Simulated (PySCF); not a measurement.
All values below come from PySCF with PBE-D3(BJ)/def2-TZVP // B3LYP-D3(BJ)/def2-SVP. All species are isolated molecules in the gas phase. One relaxed conformer stands for a flexible species; it need not be the lowest. Excitations are Tamm–Dancoff values on a coarser integration grid. The basis has no diffuse functions, so Rydberg states are missing or too high.

Reference species (SMILES): `O[Si](O)(O)O` (neutral, multiplicity 1).

* **S1 oscillator strength**: 0.006
* **S1 excitation (TDA)**: 6.91 eV
* **HOMO**: -7.35 eV

Changed species: `CC[Si](O)(CC)CC` (3 of 4 OH replaced by C2H5; the reference has 0 of 4 OH replaced by C2H5).

Q: Give the shifts of the S1 oscillator strength, S1 excitation (TDA) and HOMO.

A: the S1 oscillator strength stays essentially unchanged; the S1 excitation (TDA) drops by 0.85 eV, to 6.06 eV; the HOMO goes up by 1.16 eV, to -6.19 eV.
